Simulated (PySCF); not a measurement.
**He⁺: excitation energy**

He⁺ 1s1 (2S) → He⁺ 3d1 (2D), as a difference of total energies. All numbers are calculated (PySCF 2.14, no relativity, point nucleus, in aug-cc-pVTZ with one added diffuse shell each of s, p, d type (5s4p3d, 32 functions)). The calculations carry no spin-orbit coupling.

```csv
method,excitation energy (eV),error (eV)
UHF,49.342,+0.970
LDA,47.218,-1.154
PBE,48.202,-0.170
PBE0,48.490,+0.118
r2SCAN,48.690,+0.318
TPSSh,48.535,+0.163
CAM-B3LYP,48.527,+0.155
BP86,48.001,-0.371
MN15,49.578,+1.206
```

Reference: 48.372 eV (measured; NIST levels, between the centres of gravity of the two terms).

The promoted electron is Rydberg-like, and one or two diffuse shells describe it only roughly, which tends to raise the upper state.
